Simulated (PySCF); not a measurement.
Bond stretch in OBe, singlet.

- UKS-B3LYP/6-311+G** = unrestricted B3LYP/6-311+G**, spherical d (PySCF 2.14.0)
- UKS-B3LYP/6-31G* = unrestricted B3LYP/6-31G*, spherical d run with PySCF 2.14.0
- RKS-B3LYP/6-31G* = restricted B3LYP/6-31G*, spherical d (PySCF)

Total energies in hartree (comparable only within one method and basis):

| R / Å | UKS-B3LYP/6-311+G** | UKS-B3LYP/6-31G* | RKS-B3LYP/6-31G* |
|---|---|---|---|
| 1.17 | -89.90436 | -89.86637 | -89.86637 |
| 1.26 | -89.92979 | -89.89351 | -89.89351 |
| 1.34 | -89.93376 | -89.89831 | -89.89831 |
| 1.41 | -89.92821 | -89.89310 | -89.89310 |
| 1.47 | -89.91914 | -89.88411 | -89.88411 |
| 1.52 | -89.90963 | -89.87499 | -89.87450 |
| 1.57 | -89.90102 | -89.86743 | -89.86361 |
| 1.62 | -89.89378 | -89.86058 | -89.85192 |
| 1.69 | -89.88459 | -89.85177 | -89.83487 |

The scan ran from 1.17 to 5.46 Å; beyond the distances shown full CI changes its symmetry label. The unrestricted determinant behind UKS-B3LYP/6-311+G**, UKS-B3LYP/6-31G* is spin-contaminated at 1.52 to 1.69 Å (<S²> up to 1.0, against 0.00 for a pure singlet). The restricted form behind RKS-B3LYP/6-31G* keeps the bonding electrons paired and can't separate into open-shell fragments.
